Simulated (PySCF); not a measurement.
C3H6GeO.

```xyz
11

C     -0.5818     2.4402     0.0000
C      0.0261     1.0809     0.0000
C      1.3207     0.6471     0.0000
O      1.4545    -0.7185     0.0000
Ge    -0.4484    -0.8093     0.0000
H     -1.2219     2.6187    -0.8913
H     -1.2219     2.6187     0.8913
H      0.2072     3.2216     0.0000
H      2.2589     1.2366     0.0000
H     -0.9505    -1.5301    -1.2804
H     -0.9505    -1.5301     1.2804
```
Charge 0, spin multiplicity 1.

The structure is a stationary point at PBE-D3(BJ)/def2-SVP. This is a generated structure with no PubChem entry under its InChIKey; it may be hypothetical.

Method: PBE/pcSseg-1 in PySCF. Non-relativistic, no solvent.

Question: Give the absolute GIAO shielding of each atom: isotropic value and principal components (ppm). (An estimate is asked for; the answer gives what the named calculation found.)

Answer: 
```tsv
atom	σ(iso)	σ11	σ22	σ33	span
C1	163.2	147.8	160.0	181.6	33.8
C2	65.2	-10.4	90.6	115.5	125.9
C3	7.5	-74.8	34.5	62.9	137.7
O4	164.0	63.3	163.1	265.7	202.4
Ge5	1209.9	1019.3	1179.2	1431.0	411.7
H6	29.1	24.4	27.7	35.2	10.7
H7	29.1	24.4	27.7	35.2	10.7
H8	29.1	25.9	27.2	34.1	8.2
H9	23.8	22.2	23.3	25.9	3.8
H10	24.7	19.6	20.5	33.9	14.3
H11	24.7	19.6	20.5	33.9	14.3
```
